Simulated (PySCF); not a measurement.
How methods differ on the excitation energy of Ne(2+)

Ne(2+) [He] 2s2 2p4 (3P) → Ne(2+) [He] 2s2 2p3 3s1 (5S), as a difference of total energies. All numbers are calculated (PySCF 2.14, the non-relativistic Hamiltonian (point nucleus), in dyall-acv3z). Correlated levels: valence and next inner shell: nothing frozen; virtual orbitals above 40 to 60 times the deepest correlated orbital energy dropped. The calculations carry no spin-orbit coupling.

```tsv
method	excitation energy (eV)
UHF	37.290
MP2 (valence and next inner shell)	38.211
SCS-MP2 (valence and next inner shell)	38.378
CCSD (valence and next inner shell)	38.182
CCSD(T) (valence and next inner shell)	38.184
```

Q: How much does correlation contribute at CCSD(T) (valence and next inner shell)?

A: 38.184 − (37.290) = 0.894 eV, measured against UHF.

A first-order spin-orbit estimate (lowest level to lowest level, LS coupling) adds 0.038 eV.

The promoted electron is Rydberg-like, and one or two diffuse shells describe it only roughly, which tends to raise the upper state.
